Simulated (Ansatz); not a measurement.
Total energies of CH$_{5}$ClGeS (`C[S][GeH2][Cl]`).

```xyz
9

C     1.293   -0.296    0.810
S     0.972    0.800   -0.601
Ge   -1.130    0.293   -0.967
Cl   -2.324    0.824    0.759
H     0.645   -0.045    1.649
H     1.166   -1.343    0.534
H     2.330   -0.129    1.099
H    -1.629    1.117   -2.157
H    -1.323   -1.221   -1.127
```

The species carries charge 0 and has multiplicity 1. Correlated methods include outer-core shells of Ge, which these sets cover unevenly. Scalar relativity is left out up to krypton. All single points use the PBE0-D4/def2-TZVP geometry. It is one conformer, not always the lowest. Basis def2-TZVPP, Ansatz.

RPA on PBE orbitals: Hartree–Fock energy of these orbitals -2973.22021 Eh, correlation -1.32141 Eh (frozen core).

```
functional  energy without D4 (Eh)  D4 term (kJ/mol)
    r2SCAN             -2976.52433              -5.3
    B2PLYP             -2975.94847                 –
```

(1) Give the same for LDA (SPW92), PBE, revPBE, BLYP, B97M-V, PBE0, B3LYP, r2SCANh, r2SCAN0, HSE06 (plane-wave form), BHLYP, CAM-B3LYP, LC-ωPBE, ωB97X-V, ωB97M-V, PBE-QIDH. (Estimate.)

B3LYP takes the VWN-RPA correlation (the form of Gaussian; ORCA's B3LYP/G). HSE06 is the plane-wave form, built on full-range PBE exchange. The double hybrids freeze the cores in their second-order part.

## Answers

(1) Ansatz gave: 
| functional | energy without D4 (Eh) | D4 term (kJ/mol) |
| --- | --- | --- |
| LDA (SPW92) | -2970.19932 | – |
| PBE | -2975.87886 | -22.5 |
| revPBE | -2976.28371 | -60.6 |
| BLYP | -2976.63223 | -48.5 |
| B97M-V | -2976.01111 | – |
| PBE0 | -2976.01359 | -19.2 |
| B3LYP | -2976.69702 | -36.7 |
| r2SCANh | -2976.51219 | -5.8 |
| r2SCAN0 | -2976.49540 | -6.4 |
| HSE06 (plane-wave form) | -2975.99638 | -18.1 |
| BHLYP | -2976.56539 | -30.7 |
| CAM-B3LYP | -2976.73303 | -19.9 |
| LC-ωPBE | -2976.08028 | – |
| ωB97X-V | -2976.28671 | – |
| ωB97M-V | -2976.42416 | – |
| PBE-QIDH | -2975.51437 | – |

LC-ωPBE has ω = 0.4 bohr⁻¹.
